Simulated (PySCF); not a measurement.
TlF at several levels of theory

Computed with PySCF 2.14.0 (density fitting, no spin-orbit coupling) at the geometry relaxed with B3LYP:

```xyz
2
TlF (singlet)
Tl    0.0000    0.0000   -0.1382
F     0.0000    0.0000    1.9663
```

```tsv
level	basis	state	HOMO (eV)	gap (eV)	charge on Tl1 (e)	dipole about the centre of mass (D)	largest force component (eV/Å)
B3LYP	Tl def2-SVP with ECP60, F def2-SVP	singlet	-7.40	5.70	0.48	3.62	0.01
wB97X	the same	singlet	-9.79	10.13	0.50	3.73	0.28
B3LYP	Tl def2-TZVP with ECP60, F def2-TZVP	singlet	-7.71	5.86	0.56	4.12	0.16
B3LYP	Tl x2c-SVPall, F x2c-SVPall	singlet	-7.39	5.71	0.50	3.60	0.03
```

Charges are Mulliken's, which hang on the basis. The relaxation used the grid (50, 194), these runs (75, 302) or, all-electron (x2c bases, spin-free X2C Hamiltonian), (99, 590).

(1) A further run in the first row's basis gives HOMO (eV) -8.90, gap (eV) 8.25, charge on Tl1 (e) 0.49, dipole about the centre of mass (D) 3.70, largest force component (eV/Å) 0.32. Which level was it?
A. CAM-B3LYP
B. PBE0
C. BP86

Answers

(1) A. The others give HOMO -6.42 eV (BP86); -7.59 eV (PBE0).
